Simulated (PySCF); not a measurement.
## Two-component Hartree-Fock for Au³⁺ (gold, charge +3)

Start: [Xe] 4f14 5d7 6s1; 5d3/2 filled at m_j = +1/2, +3/2; 5d5/2 filled at m_j = -3/2, -1/2, +1/2, +3/2, +5/2; 6s1/2 filled at m_j = +1/2. Calculated with PySCF 2.14 in x2c-TZVPall-2c with one added diffuse shell each of s, p, d type (12s12p11d2f, 117 functions): generalised Hartree-Fock with the X2C-1e Hamiltonian and a Gaussian nucleus; spin-orbit coupling (SO) screened by Boettger's factors. This is a chosen level, not necessarily the ground level.

| spinor shell | electrons | ε, screened SO (eV) | weight of nominal j (screened SO) | rms radius, screened SO (bohr) |
| --- | --- | --- | --- | --- |
| 1s1/2 | 2 | -81187.1 | 1.000 | 0.0190 |
| 2s1/2 | 2 | -14507.0 | 1.000 | 0.0768 |
| 2p1/2 | 2 | -13889.5 | 1.000 | 0.0651 |
| 2p3/2 | 4 | -12048.3 | 1.000 | 0.0731 |
| 3s1/2 | 2 | -3523.5 | 1.000 | 0.196 |
| 3p1/2 | 2 | -3246.8 | 1.000 | 0.188 |
| 3p3/2 | 4 | -2834.3 | 1.000 | 0.204 |
| 3d3/2 | 4 | -2380.4 | 1.000 | 0.179 |
| 3d5/2 | 6 | -2292.0 | 1.000 | 0.183 |
| 4s1/2 | 2 | -833.61 | 1.000 | 0.433 |
| 4p1/2 | 2 | -714.53 | 1.000 | 0.438 |
| 4p3/2 | 4 | -614.16 | 1.000 | 0.471 |
| 4d3/2 | 4 | -419.16 | 1.000 | 0.485 |
| 5s1/2 | 2 | -168.08 | 1.000 | 0.989 |
| 4f5/2 | 6 | -146.78 | 0.996 | 0.543 |
| 4f7/2 | 8 | -142.77 | 0.997 | 0.544 |
| 5p1/2 | 2 | -128.04 | 0.987 | 1.07 |
| 5p3/2 | 4 | -107.94 | 0.993 | 1.16 |
| 5d3/2 | 2 | -52.746 | 0.624 | 1.49 |
| 5d5/2 | 5 | -51.372 | 0.492 | 1.50 |
| 6s1/2 | 1 | -38.144 | 1.000 | 2.53 |

**Question.** Where does 4d5/2 lie, and what is the 4d spin-orbit splitting (screened SO)?

**Answer.** At -399.52 eV, 19.648 eV above 4d3/2.

```tsv
quantity	screened SO
E (hartree)	-19024.52543
M_J	5
⟨J²⟩	30.008
⟨L²⟩	13.154
⟨S²⟩	5.686
```

Each row is a mean over spinors that exchange with the open shell spreads, by up to 8.837 eV (5p3/2).

Rows whose weight is well below 1 are mixtures of j = l ± 1/2: exchange outweighs spin-orbit coupling there, and the label is only the starting occupation.

Breit and QED terms are absent; they matter most for the inner s and p1/2 levels.

Densities and radii are taken from the X2C orbitals without a picture-change correction, which distorts them close to the nucleus.
